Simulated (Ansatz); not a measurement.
Basis-set extrapolation for `Cc1cccc(O)c1O` (PBE0-D4/def2-TZVP geometry, frozen core, the Gaussian-basis code of Ansatz). Multiplicity 1, RHF reference.

```
                      def2-TZVPP   def2-QZVPP
                 HF  -419.624657  -419.642985
    MP2 correlation    -1.593675    -1.703488
CCSD(T) correlation    -1.698170      not run
```

Energies in hartree. Use E(X) = E(∞) + A·exp(−7.88·√X) for Hartree–Fock and E(X) = E(∞) + B·X^(−2.97) for correlation, with X = 3 and 4, and add CCSD(T) minus MP2 of the smaller set to the MP2 limit.

Question: What is the CCSD(T) energy at the basis-set limit?

Answer: HF limit: -419.642985 + (-0.018328) × 0.13774 = -419.64551. MP2 limit: -1.703488 + (-0.109813) × 0.74074 = -1.78483. Higher-order term: -1.698170 − (-1.593675) = -0.10450. Total: -421.53484 hartree, 5.77 eV below CCSD(T)/def2-TZVPP.
